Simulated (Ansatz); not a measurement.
A run of Ansatz (development build ahead of 0.2.0) on singlet H14 at this shape:

```
atom    x (Å)    y (Å)    z (Å)
   H   0.4316  -1.9839   1.1823
   H  -0.5508  -2.1196   0.8509
   H  -1.4241  -1.8354   0.3510
   H  -2.0153  -1.1878  -0.2184
   H  -2.2074  -0.3049  -0.7446
   H  -1.9623   0.6384  -1.1233
   H  -1.3285   1.4553  -1.2795
   H  -0.4316   1.9839  -1.1823
   H   0.5508   2.1196  -0.8509
   H   1.4241   1.8354  -0.3510
   H   2.0153   1.1878   0.2184
   H   2.2074   0.3049   0.7446
   H   1.9623  -0.6384   1.1233
   H   1.3285  -1.4553   1.2795
```

Its results:

```
Converged                       : yes
Total energy                    : -7.51426 hartree
Spin squared of the determinant : 0.000
```

Task: Which input gives this output? Name the method, the orbitals and the basis set, and write the input.

Result: RHF in def2-SVP. An unrestricted run that stays on the closed shell gives the same numbers.

```yaml
crystal:
  periodic: [false, false, false]
  atoms:
    - { symbol: H, position_ang: [0.43162, -1.9839, 1.18232] }
    - { symbol: H, position_ang: [-0.55077, -2.11958, 0.85094] }
    - { symbol: H, position_ang: [-1.42407, -1.83544, 0.35102] }
    - { symbol: H, position_ang: [-2.01532, -1.18777, -0.21842] }
    - { symbol: H, position_ang: [-2.20741, -0.30485, -0.7446] }
    - { symbol: H, position_ang: [-1.9623, 0.63845, -1.12331] }
    - { symbol: H, position_ang: [-1.32852, 1.45529, -1.27953] }
    - { symbol: H, position_ang: [-0.43162, 1.9839, -1.18232] }
    - { symbol: H, position_ang: [0.55077, 2.11958, -0.85094] }
    - { symbol: H, position_ang: [1.42407, 1.83544, -0.35102] }
    - { symbol: H, position_ang: [2.01532, 1.18777, 0.21842] }
    - { symbol: H, position_ang: [2.20741, 0.30485, 0.7446] }
    - { symbol: H, position_ang: [1.9623, -0.63845, 1.12331] }
    - { symbol: H, position_ang: [1.32852, -1.45529, 1.27953] }
basis:
  gaussian: { orbitals: def2-SVP }
hamiltonian:
  xc: hf
```

Caution: stretched shape with no unrestricted run beside it, a lower state can exist.
